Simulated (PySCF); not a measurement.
C3H4ClF, SMILES C/C(Cl)=C\F. Geometry: PBE0-D3(BJ)/def2-SVP.

Problem. Give the equilibrium geometry at PBE0-D3(BJ)/def2-SVP (PySCF confirms it by a frequency run) as a Z-matrix, and its point group. (The exact figures need the calculation; the answer reports its results.)

Solution. point group Cs.
```
C
C 1 1.3345
F 2 1.3312 1 121.21
H 2 1.0921 3 114.18 1 180.00
C 1 1.4867 2 125.64 4 180.00
H 5 1.0979 1 110.06 2 0.00
H 5 1.1012 6 108.98 1 -121.48
H 5 1.1012 6 108.98 7 -117.04
Cl 1 1.7359 2 117.85 4 0.00
```
